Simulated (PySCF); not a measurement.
**Pt²⁺ (platinum, charge +2) across methods**

[Xe] 4f14 5d7 6s1, high-spin 5F determinant (an excited configuration). All numbers are calculated (PySCF 2.14, the spin-free X2C one-electron Hamiltonian (Gaussian nucleus), in x2c-TZVPPall with one added diffuse shell each of s, p, d, f type (12s8p8d4f1g, 113 functions)).

```csv
method,E (hartree),mean ε 5d α (eV),mean ε 5d β (eV),mean ε 6s α (eV),Σ⟨r²⟩ (bohr²),⟨S²⟩
r2SCAN,-18414.71,-30.212,-27.905,-24.533,45.32,6.002
UHF,-18409.14267,-36.494,-33.528,-26.818,45.32,6.004
LDA,-18403.23,-29.823,-27.719,-24.535,45.52,6.000
PBE,-18414.65,-29.652,-27.508,-24.193,45.49,6.001
PBE0,-18414.43,-31.605,-29.294,-25.012,45.34,6.001
```

Spin-orbit coupling, absent here, splits the open shell strongly.
